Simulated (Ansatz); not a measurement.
# What each rung costs, and what it gives

Saddle point of SiH$_{3}$SF$_{3}$, singlet (SiH₂SF₂ ([F][SiH]([F])[SH]) + HF → SiHF₃ ([F][SiH]([F])[F]) + H₂S; bonds formed: Si1–F7, S2–H6; bonds broken: Si1–S2, H6–F7), PBE0-D4/def2-TZVP structure:

```tsv
atom	x (Å)	y (Å)	z (Å)
Si1	-0.5840	-0.0790	-0.4558
S2	0.5717	-0.3051	1.6022
F3	0.1409	-0.3972	-1.8350
F4	-1.7993	0.9397	-0.4390
H5	-1.2960	-1.3602	-0.2725
H6	0.9404	0.9353	0.6994
F7	0.5581	1.3949	-0.3286
H8	1.4682	-1.1285	1.0293
```

Barriers are electronic and count from the start structure reached by relaxing down the imaginary mode.

Computed with Ansatz 0.2.0 (basis: as named in each row); correlated methods freeze the cores. B3LYP uses VWN-RPA correlation. Extrapolation: Hartree–Fock as exp(−7.88 √X), correlation as X^−2.97.

Times are rough, for one single point on 4 threads of a shared host (Arm Neoverse V2).

The estimate by CCSD(T) at an estimated basis limit (MP2 extrapolated from triple and quadruple zeta, plus CCSD(T) − MP2 in triple zeta) is 115.3 kJ/mol.

```tsv
method	basis	time (s)	barrier (kJ/mol)	method less estimate
HF	STO-3G	under 1	157.7	42.4
PBE-D4	STO-3G	under 1	-68.1	-183.5
SPW92	def2-SVP	under 1	10.7	-104.6
PBE-D4	def2-SVP	under 1	48.2	-67.1
B3LYP-D4	6-31G	under 1	67.4	-47.9
PBE0-D4	def2-SVP	under 1	72.7	-42.6
SPW92	def2-TZVPP	under 1	45.9	-69.4
PBE-D4	def2-TZVPP	1	81.6	-33.7
BLYP-D4	def2-TZVPP	1	95.8	-19.5
B3LYP-D4	def2-TZVPP	2	107.1	-8.2
BHLYP-D4	def2-TZVPP	2	125.1	9.8
CAM-B3LYP-D4	def2-TZVPP	2	105.0	-10.3
PBE0-D4	def2-TZVPP	2	99.0	-16.3
CCSD(T)	def2-SVP	2	105.4	-9.9
r2SCAN-D4	def2-TZVPP	3	85.2	-30.1
RPA on PBE	def2-TZVPP	3	109.5	-5.8
wB97M-V	def2-SVP	3	71.4	-43.9
r2SCAN0-D4	def2-TZVPP	3	99.4	-15.9
B2PLYP	def2-TZVPP	3	110.4	-4.9
PBE-QIDH	def2-TZVPP	4	109.4	-5.9
wB97X-V	def2-TZVPP	5	106.1	-9.2
B97M-V	def2-TZVPP	6	101.9	-13.4
wB97M-V	def2-TZVPP	6	101.2	-14.1
MP2	def2-QZVPP	10	110.8	-4.5
CCSD(T)	def2-TZVPP	80	114.5	-0.8
```

All methods are single points on the PBE0-D4 structures; a negative value means that the method puts the saddle structure below the start.

The T1 diagnostic stays at or below 0.013.

Labels in which every atom is bracketed show which atoms are joined, not bond orders.
